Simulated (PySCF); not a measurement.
A series of related molecules

Method: TDDFT wB97X-D/aug-cc-pVDZ circular dichroism and optical rotation, one conformer, gas phase (PySCF). Geometry: GFN2-xTB.

Each molecule in one low-energy conformer. The parent is [SiH3][C@@H]1C[C@H]1[AsH2].

The calculation is non-relativistic, which matters for the atoms heavier than Zn.

How does the specific rotation at 589.3 nm (origin-invariant length gauge) change along this series?
- [SiH3][C@@H]1C[C@H]1[AsH2] (base)
- [SiH3][C@@H]1C[C@@H]1[AsH2] (diastereomer)


```csv
molecule,[α]589 (deg dm⁻¹ (g/mL)⁻¹),S1 (eV),"R(S1), velocity form (10⁻⁴⁰ esu² cm²)"
[SiH3][C@@H]1C[C@H]1[AsH2],-7.7,6.45,+22.4
[SiH3][C@@H]1C[C@@H]1[AsH2],-22.1,6.44,-0.4
```
The specific rotation at 589.3 nm (origin-invariant length gauge) is lowest for [SiH3][C@@H]1C[C@@H]1[AsH2] and highest for [SiH3][C@@H]1C[C@H]1[AsH2].
